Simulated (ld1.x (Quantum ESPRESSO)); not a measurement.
**strontium (Sr): one change to a TM potential, before and after**

* Element: strontium
* Generator: ld1.x (Quantum ESPRESSO) 7.5
* Type: norm-conserving Troullier–Martins (Kleinman–Bylander form)
* Functional: LDA (PZ)
* Relativity: scalar-relativistic
* Frozen core: [Kr]
* Valence charge: 2
* Reference configuration: 4d0 5s1.75 5p0.25
* Partial waves: 5p (bound): rc 3.95 bohr; 4d (bound, empty): rc 3.20 bohr; 5s (bound): rc 3.35 bohr
* Local potential: the s channel
* Core correction: none

Change: core correction a·sin(br)/r model core inside 3.56 bohr.

Cutoffs: the cutoffs (Ry, on a coarse ladder) from which the occupation-weighted sum of valence levels, in a spherical-Bessel basis at the reference potential, stays within 10 and 1 mRy of its value at 400 Ry; they do not see the model core or the augmentation charge, which bear on the density cutoff. Errors are all-electron minus pseudo energies relative to the spin-unpolarised reference configuration.

**Question.** Predict the effect on cutoff, ghosts and configuration errors.

**Answer.** Both files are so soft that the ladder of cutoffs tells neither apart; of the 9 tests that both files solve, the error grows in 0 and shrinks in 9 by more than 15 % and 0.3 meV (median size 25.4 → 6.0 meV); neither file shows a bound ghost. Exchange and correlation are not linear in the density, so unscreening with the valence charge alone errs where core and valence overlap; a model core restores that term. A model core, the more so a compact one, raises the density cutoff, which this test does not measure.

```csv
quantity,base,changed
"cutoff, loose",6 Ry,6 Ry
"cutoff, tight",8 Ry,8 Ry
bound ghosts,none,none
"error for 4d0 5s2 5p0, meV [ΔE -0.58 eV]",+0.9,+0.2
"error for 4d0 5s1 5p0, meV [ΔE 5.48 eV]",+25,+6.0
"error for 4d0 5s1.5 5p0, meV [ΔE 1.83 eV]",+2.2,+0.6
"error for 4d0 5s1 5p1, meV [ΔE 1.81 eV]",+9.9,+2.0
"error for 4d0 5s0 5p2, meV [ΔE 4.34 eV]",+71,+14
"error for 4d1 5s1 5p0, meV [ΔE 1.75 eV]",+181,+61
"error for 4d0.5 5s1.5 5p0, meV [ΔE 0.56 eV]",+66,+21
"error for 4d0 5s1.75 5p0.25 (spin-polarised), meV [ΔE -0.02 eV]",+3.4,+1.5
"error for 4d0 5s1 5p0 (spin-polarised), meV [ΔE 5.30 eV]",+108,+30
s: phases at 4.29 bohr within 0.05 rad from the reference energy up to (Ry; the scan ends near 5),0.9,0.9
p: phases at 4.29 bohr within 0.05 rad from the reference energy up to (Ry; the scan ends near 5),1.2,1.2
d: phases at 4.29 bohr within 0.05 rad from the reference energy up to (Ry; the scan ends near 5),0.5,0.5
```

Base: The cutoffs count occupied waves only; the empty 4d level needs 12 Ry at the loose tolerance. Changed file: The cutoffs count occupied waves only; the empty 4d level needs 12 Ry at the loose tolerance.
